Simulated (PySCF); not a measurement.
hexafluorodisilane (F6Si2), SMILES F[Si](F)(F)[Si](F)(F)F. Coordinates come from a PBE0-D3(BJ)/def2-SVP optimisation. Other conformers were not sampled.

Task: Give the equilibrium geometry at PBE0-D3(BJ)/def2-SVP (PySCF confirms it by a frequency run) as Cartesian coordinates in Å, and its point group. (The exact figures need the calculation; the answer reports its results.)

Result: Several could match; the one computed here: point group D3d.
```xyz
8

F      1.2975    -0.7491     1.7177
Si     0.0000     0.0000     1.1570
F      0.0000     1.4982     1.7177
F     -1.2975    -0.7491     1.7177
Si     0.0000     0.0000    -1.1570
F      1.2975     0.7491    -1.7177
F      0.0000    -1.4982    -1.7177
F     -1.2975     0.7491    -1.7177
```
